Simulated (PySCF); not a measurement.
# Basis and Hamiltonian dependence of the excitation energy of Sr⁺

Sr⁺ [Kr] 5s1 (2S) → Sr⁺ [Kr] 4d1 (2D). All values are computed (PySCF 2.14, energy differences of UHF-based or UKS calculations, no spin-orbit coupling). Values in eV.

```csv
basis,Hamiltonian,functions,UHF,PBE,PBE0,CCSD(T) (valence and next inner shell)
def2-TZVPPD with the def2 core potential (28 electrons),ECP,40,1.946,1.578,1.578,2.191
aug-cc-pVDZ-X2C,spin-free X2C,45,1.993,1.503,1.537,n/a
ANO-RCC-VTZP,spin-free X2C,47,2.018,1.619,1.631,2.147
def2-QZVPPD with the def2 core potential (28 electrons),ECP,63,1.914,1.572,1.567,2.003
aug-cc-pVTZ-X2C,spin-free X2C,68,1.933,1.519,1.529,n/a
x2c-TZVPPall,spin-free X2C,79,1.952,1.549,1.559,1.912
"x2c-TZVPPall with one added diffuse shell each of s, p, d, f type",spin-free X2C,95,1.951,1.551,1.561,1.914
aug-cc-pVQZ-X2C,spin-free X2C,102,1.925,1.491,1.504,n/a
"aug-cc-pwCVTZ-X2C with one added diffuse shell each of s, p, d, f type",spin-free X2C,109,1.907,1.515,1.521,1.953
x2c-QZVPPall,spin-free X2C,111,1.925,1.535,1.542,n/a
dyall-av2z,non-relativistic,125,1.662,1.222,1.230,n/a
```

Q: Estimate the row for aug-cc-pwCVTZ-X2C (spin-free X2C, 93 functions).

A: From the rows with the same Hamiltonian and similar size; the calculation gives UHF 1.91; PBE 1.51; PBE0 1.52; CCSD(T) (valence and next inner shell) 1.95 (eV).

Frozen in the all-electron rows: valence: [Kr]; valence and next inner shell: [Ar] 3d10; with a core potential, the same shells as far as they lie outside it.

Non-relativistic rows lack the scalar-relativistic shift.

Reference for a calculation without spin-orbit coupling: 1.826 eV (measured, between term centres; NIST).
